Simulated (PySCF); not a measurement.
CF2Cl-CCl3, C2Cl4F2.
SMILES with atom numbers: `[F:1][C:2]([F:3])([Cl:4])[C:5]([Cl:6])([Cl:7])[Cl:8]`

Computed with PySCF at wB97X-D/pcSseg-2, non-relativistic, on one gas-phase PBE0-D3(BJ)/def2-TZVP geometry that isn't relaxed in the solvent. The solvent is an IEF-PCM continuum (cavity from Bondi-type radii × 1.2). The model holds no explicit solvent molecules, cavitation or dispersion.

Gas phase at wB97X-D/pcSseg-2: HOMO -11.09 eV, LUMO 0.79 eV, dipole 0.53 D.

Problem. What does the continuum do to the energy, the frontier levels and the dipole at wB97X-D/pcSseg-2 in chloroform?

Solution. 
| solvent | ε | E(solvent) − E(gas) (kcal/mol) | polarisation term (kcal/mol) | distortion of the solute (kcal/mol) | HOMO (eV) | LUMO (eV) | dipole (D) |
| --- | --- | --- | --- | --- | --- | --- | --- |
| chloroform | 4.711 | -0.69 | -0.71 | 0.02 | -11.03 | 0.88 | 0.62 |

Polarisation term: ½ Σ q·V over the induced surface charges. Distortion: the rise of the solute's own energy as its density leaves the gas-phase optimum.

On one thread of an Arm Neoverse V1, no GPU, shared host with 32 logical CPUs at a one-minute load of 25, this took 70 s of wall time and 1.5 GiB of memory at its peak. This is the whole shielding run at wB97X-D/pcSseg-2 in chloroform, SCF included.

The values belong to the conformer `[F:1][C:2]([F:3])([Cl:4])[C:5]([Cl:6])([Cl:7])[Cl:8]`: F1–C2–C5–Cl6 -59°.

Note: wB97X-D ran without an empirical dispersion term, which enters the total energy and its gradient alone.
